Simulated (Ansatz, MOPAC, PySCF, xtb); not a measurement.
Torsion H4–S1–Si2–S3 in H2S2Si (SMILES S[Si]S); at each angle all else is relaxed with GFN2-xTB, and the levels are single points there.
Geometry at 180° (charge 0, multiplicity 1):
```xyz
5

S      1.65794    -0.49882     0.05371
Si    -0.11271    -1.18927    -1.02795
S     -0.10419    -3.26591    -0.39960
H      1.58297     0.75182    -0.37552
H      0.97099    -3.24042     0.37524
```

| level | energy at 90° less that at 180° (kcal/mol) | minus CCSD(T)/CBS(cc-pV(T+d)Z, cc-pV(Q+d)Z) | cost |
|---|---|---|---|
| GFN-FF | 0.68 | -9.37 | - |
| PM3 | 8.48 | -1.56 | - |
| GFN2-xTB | 4.33 | -5.72 | - |
| HF/3-21G | 8.91 | -1.13 | - |
| HF/cc-pV(T+d)Z | 10.41 | 0.36 | - |
| SVWN5/def2-TZVPP | 10.41 | 0.36 | ×0.8 |
| PBE-D3(BJ)/def2-TZVPP | 10.18 | 0.13 | ×1 |
| BLYP/def2-TZVPP | 9.90 | -0.15 | ×1 |
| r2SCAN-D4/def2-TZVPP | 10.97 | 0.92 | ×2 |
| B3LYP/6-31G* | 10.21 | 0.16 | - |
| B3LYP/LANL2DZ | 9.71 | -0.34 | - |
| B3LYP/def2-TZVPP | 10.09 | 0.04 | ×2 |
| M06-2X/def2-TZVPP | 10.21 | 0.17 | - |
| wB97X-V/def2-TZVPP | 10.31 | 0.26 | ×3 |
| MP2/cc-pV(T+d)Z | 10.58 | 0.53 | - |
| MP2/CBS(cc-pV(T+d)Z, cc-pV(Q+d)Z) | 10.51 | 0.46 | - |
| CCSD/cc-pV(T+d)Z | 10.07 | 0.02 | - |
| CCSD/cc-pV(Q+d)Z | 10.04 | -0.01 | - |
| CCSD(T)/cc-pV(Q+d)Z | 10.07 | 0.03 | ×400* |
| CCSD(T)/CBS(cc-pV(T+d)Z, cc-pV(Q+d)Z) | 10.05 | 0.00 | ×400* |

 The comparison column counts from a level with limits of its own.

The rows run from 0.68 (GFN-FF) to 10.97 kcal/mol (r2SCAN-D4/def2-TZVPP). The 5 functionals in def2-TZVPP without D3 or D4 span 0.51, from BLYP to SVWN5.

On the grid 0° to 330°, 90° is the highest and 180° the lowest point at CCSD(T)/CBS(cc-pV(T+d)Z, cc-pV(Q+d)Z).

Correlated levels freeze the cores. CBS: X⁻³ extrapolation of the correlation energy, Hartree–Fock from the larger set. Rows in 3-21G, 6-31G*, LANL2DZ carry no dispersion term and start afresh at each structure (6-31G* with six Cartesian d functions). LANL2DZ brings its own core potentials from Na on. The state that PM3 reach isn't checked.

The values were computed with Ansatz (Gaussian orbitals); MOPAC for PM3 (differences of heats of formation); PySCF for 3-21G rows, 6-31G* rows, LANL2DZ rows, M06-2X, the dispersion terms; xtb for the GFN methods. Each number belongs to the level named beside it.

Costs are rough ratios of core time to PBE/def2-TZVPP (about 2.7 s over the structures, on one shared machine); a dash marks a level with no comparable run of its own. A star marks coupled-cluster runs past 200 virtual orbitals, where the program's memory plan changes under this machine's limit, so their costs aren't comparable with smaller runs.

Ansatz is a quantum-chemistry and plane-wave program.
